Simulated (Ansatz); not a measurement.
Computed with Ansatz.

A structure relaxed at PBE0-D4/def2-TZVP, charge 0, multiplicity 1:

Cartesian coordinates in Å:
```
C -1.585 0.451 -0.366
Al -0.313 -0.541 0.755
B 1.816 -0.459 0.332
O 2.311 0.278 -0.695
H -2.144 1.173 0.241
H -1.137 1.003 -1.197
H -2.333 -0.229 -0.789
H -0.924 -1.384 1.965
H 2.670 -1.038 0.953
H 1.641 0.745 -1.200
```

Problem. Give its formula and SMILES.

Solution. CH6AlBO, `[CH3][AlH][BH]O`.

Problem. Point group (tolerance 0.08 Å, 0.16 Å for H)?

Solution. Cs.

Problem. Summarise the bond lengths by kind.

Solution. 1 × Al–C 1.964 Å; 3 × C–H 1.094 to 1.096 Å; 1 × Al–B 2.172 Å; 1 × Al–H 1.596 Å; 1 × B–O 1.357 Å; 1 × B–H 1.205 Å; 1 × H–O 0.961 Å.
